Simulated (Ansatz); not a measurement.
Saddle point of AlH$_{5}$SeO, singlet (AlH₃O ([OH][AlH2]) + H₂Se → AlH₃Se ([AlH2][SeH]) + H₂O (still joined by a long Al–O bond); bonds formed: O2–H5; dative contacts that become bonds: Al1–Se6; bonds broken: H5–Se6; bonds weakened to dative contacts: Al1–O2), PBE0-D4/def2-TZVP structure:

Al1  (-0.444, 0.787, -0.346)
O2  (1.030, -0.136, -0.821)
H3  (-1.627, 0.663, -1.396)
H4  (-0.157, 2.069, 0.534)
H5  (0.512, -1.080, 0.165)
Se6  (-0.655, -1.248, 1.279)
H7  (1.165, -0.449, -1.718)
H8  (0.176, -0.606, 2.305)
(Å)

Energies are electronic, without zero-point energy. Barriers and step energies count from the start structure reached by relaxing down the imaginary mode; all methods use the PBE0-D4 structures, on which another method's saddle can fall below an end. Ansatz 0.2.0; basis: def2-TZVPP, with def2-QZVPP for the basis limit; cores frozen in the correlated methods. Filled d shells of the heavier atoms are correlated. The def2 sets are not built for correlating such inner shells, so the correlated values are less sure here. B3LYP uses VWN-RPA correlation. Extrapolation: Hartree–Fock as exp(−7.88 √X), correlation as X^−2.97.

```json
{"method": "SPW92", "barrier (eV)": "-0.060", "step energy (eV)": "-0.451"}
{"method": "PBE-D4", "barrier (eV)": "0.131", "step energy (eV)": "-0.362"}
{"method": "BLYP-D4", "barrier (eV)": "0.247", "step energy (eV)": "-0.244"}
{"method": "r2SCAN-D4", "barrier (eV)": "0.195", "step energy (eV)": "-0.363"}
{"method": "B97M-V", "barrier (eV)": "?", "step energy (eV)": "-0.301"}
{"method": "PBE0-D4", "barrier (eV)": "?", "step energy (eV)": "-0.418"}
{"method": "B3LYP-D4", "barrier (eV)": "0.311", "step energy (eV)": "-0.300"}
{"method": "r2SCAN0-D4", "barrier (eV)": "?", "step energy (eV)": "-0.414"}
{"method": "BHLYP-D4", "barrier (eV)": "0.426", "step energy (eV)": "-0.357"}
{"method": "CAM-B3LYP-D4", "barrier (eV)": "0.341", "step energy (eV)": "-0.310"}
{"method": "wB97X-V", "barrier (eV)": "0.357", "step energy (eV)": "-0.345"}
{"method": "wB97M-V", "barrier (eV)": "0.340", "step energy (eV)": "-0.375"}
{"method": "B2PLYP", "barrier (eV)": "0.330", "step energy (eV)": "-0.320"}
{"method": "PBE-QIDH", "barrier (eV)": "0.288", "step energy (eV)": "-0.428"}
{"method": "RPA on PBE", "barrier (eV)": "0.379", "step energy (eV)": "-0.258"}
{"method": "HF", "barrier (eV)": "0.720", "step energy (eV)": "-0.377"}
{"method": "MP2", "barrier (eV)": "0.294", "step energy (eV)": "-0.362"}
{"method": "CCSD", "barrier (eV)": "0.436", "step energy (eV)": "-0.333"}
{"method": "CCSD(T)", "barrier (eV)": "0.365", "step energy (eV)": "-0.339"}
```

Fill in the withheld barriers. (To be estimated.)

Computed: r2SCAN0-D4 0.262; B97M-V 0.357; PBE0-D4 0.223 eV. Each is the energy of the saddle less that of the start structure, by the same method.

For comparison, the barrier by CCSD(T) at an estimated basis limit (MP2 extrapolated from triple and quadruple zeta, plus CCSD(T) − MP2 in triple zeta) is 0.335 eV.

The T1 diagnostic stays at or below 0.011.

Labels in which every atom is bracketed show which atoms are joined, not bond orders.

For scale, one of the runs: CCSD(T)/def2-TZVPP, 191 basis functions, launched by `ansatz run in.yaml --threads 4 --pin off --events-out ev --progress --plain --max-ram 9574MiB`. Hardware: 4 CPU threads of an Intel Xeon 6975P-C, shared host. Wall time 16 s; peak host memory 2.2 GiB.
